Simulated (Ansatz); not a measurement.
Ti₃H₂. Total charge 0; quintet. Geometry PBE0-D4/def2-TZVP; atoms count from 1.

```
atom   x (Å)   y (Å)   z (Å)
 Ti1   0.046   1.013  -1.483
 Ti2   1.380  -0.911  -0.321
 Ti3  -0.544   0.009   0.805
  H4  -1.305   1.482  -0.203
  H5   0.422  -1.593   1.203
```

The charge 0 quintet is spin-contaminated (final ⟨S²⟩ up to 7.46, 6.00 for a pure state). The geometry of the quintet was relaxed on an unsound state (⟨S²⟩ 7.46, where a pure state has 6.00). At PBE0-D4/def2-TZVP a triplet of charge 0 lies 0.22 eV below the quintet, each at its own geometry. That triplet is doubtful there (⟨S²⟩ 4.26, where a pure state has 2.00). The structure comes from a short search, and lower isomers may exist.

Q: Estimate the Mulliken populations from the PBE0/def2-TZVP orbitals of Ansatz.

A: 
| atom | charge (e) | spin (α − β) | d electrons |
| --- | --- | --- | --- |
| Ti1 | 0.09 | 2.96 | 2.78 |
| Ti2 | 0.06 | -1.49 | 2.74 |
| Ti3 | 0.22 | 2.57 | 2.83 |
| H4 | -0.19 | -0.06 | – |
| H5 | -0.19 | 0.02 | – |
Mulliken values and Mayer orders depend strongly on the basis.

Q: Where does the spin sit?

A: Summed by element: Ti 4.04, H -0.04, of 4 unpaired in all. Largest on single atoms: Ti1 2.96, Ti3 2.57, Ti2 -1.49.

Q: And the Mayer bond orders between bonded heavy atoms (over 0.3)?

A: Ti1–Ti2 1.23 (2.61 Å); Ti1–Ti3 1.00 (2.57 Å); Ti2–Ti3 1.15 (2.41 Å).
